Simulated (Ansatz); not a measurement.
Correlation energies of `N=[CH][GaH][NH2]` by basis set

```xyz
9

N    -1.757    0.278    0.239
C    -1.093   -0.796    0.089
Ga    0.869   -0.588   -0.147
N     1.380    1.143   -0.104
H    -2.758    0.096    0.354
H    -1.589   -1.779    0.093
H     1.925   -1.719   -0.351
H     0.704    1.877    0.028
H     2.319    1.487   -0.202
```

Charge 0, multiplicity 1. Correlated methods include outer-core shells of Ga, which these sets cover unevenly. Scalar relativity is left out up to krypton. The geometry is a stationary point of PBE0-D4/def2-TZVP. It is one conformer, not always the lowest. Frozen core, restricted reference, the Gaussian-basis code of Ansatz.

```
     basis      HF (Eh)  MP2 corr.
  def2-SVP  -2072.54501   -0.68243
def2-TZVPP  -2072.97278   -0.80833
def2-QZVPP  -2073.02050   -1.09591
```

(1) Estimate the CCSD correlation energy and the (T) correction in each basis where they were run (hartree).

Answers

(1) 
| basis | CCSD corr. | (T) |
| --- | --- | --- |
| def2-SVP | -0.70579 | -0.02397 |
| def2-TZVPP | -0.82704 | -0.03607 |
| def2-QZVPP | -1.08735 | -0.04326 |
